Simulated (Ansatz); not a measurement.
Saddle point of Si$_{3}$H$_{7}$F, singlet (Si₃H₇F ([F][SiH]([SiH3])[SiH3]) → Si₂H₄ ([SiH][SiH3]) + SiH₃F ([F][SiH3]); bonds formed: Si1–F3; bonds broken: Si1–Si2, Si2–F3), PBE0-D4/def2-TZVP structure:

Si1  (-1.347, -1.670, 0.356)
Si2  (-0.308, 0.352, -0.766)
F3  (0.338, -1.346, -0.196)
H4  (0.137, 0.270, -2.200)
Si5  (1.317, 1.804, 0.131)
H6  (-1.794, -0.951, 1.569)
H7  (-2.401, -1.885, -0.663)
H8  (-0.907, -3.025, 0.797)
H9  (1.014, 3.173, -0.377)
H10  (1.244, 1.835, 1.617)
H11  (2.706, 1.444, -0.268)
(Å)

Energies are electronic, without zero-point energy. Barriers and step energies count from the start structure reached by relaxing down the imaginary mode; all methods use the PBE0-D4 structures, on which another method's saddle can fall below an end. Ansatz 0.2.0; basis: def2-TZVPP, with def2-QZVPP for the basis limit; cores frozen in the correlated methods. B3LYP uses VWN-RPA correlation. Extrapolation: Hartree–Fock as exp(−7.88 √X), correlation as X^−2.97.

| method | barrier (eV) | step energy (eV) |
| --- | --- | --- |
| SPW92 | 2.033 | 2.081 |
| PBE-D4 | 2.097 | 2.043 |
| BLYP-D4 | 2.108 | 1.860 |
| r2SCAN-D4 | 2.242 | 2.142 |
| B97M-V | 2.237 | 2.009 |
| PBE0-D4 | 2.268 | 2.131 |
| B3LYP-D4 | ? | 1.953 |
| r2SCAN0-D4 | 2.341 | 2.168 |
| BHLYP-D4 | 2.422 | 2.024 |
| CAM-B3LYP-D4 | 2.313 | 2.001 |
| wB97X-V | 2.340 | 2.108 |
| wB97M-V | 2.155 | 1.875 |
| B2PLYP | ? | 1.992 |
| PBE-QIDH | 2.372 | 2.164 |
| RPA on PBE | 2.203 | 1.866 |
| HF | ? | 2.033 |
| MP2 | 2.327 | 2.049 |
| CCSD | 2.377 | 1.983 |
| CCSD(T) | 2.306 | 1.977 |

Question: Fill in the withheld barriers. (To be estimated.)

Answer: Computed: B2PLYP 2.286; B3LYP-D4 2.245; HF 2.692 eV. Each is the energy of the saddle less that of the start structure, by the same method.

For comparison, the barrier by CCSD(T) at an estimated basis limit (MP2 extrapolated from triple and quadruple zeta, plus CCSD(T) − MP2 in triple zeta) is 2.300 eV.

The T1 diagnostic stays at or below 0.015.

Losses and insertions of silylenes and their heavier kin drive the gas-phase chemistry of silicon and germanium vapour deposition.

Labels in which every atom is bracketed show which atoms are joined, not bond orders.

For scale, one of the runs: CCSD(T)/def2-TZVPP, 255 basis functions, launched by `ansatz run in.yaml --threads 4 --pin off --events-out ev --progress --plain --max-ram 9574MiB`. Time: 2.1 min of wall clock on 4 CPU threads of an Intel Xeon; the host was shared. Peak host memory: 5.1 GiB.
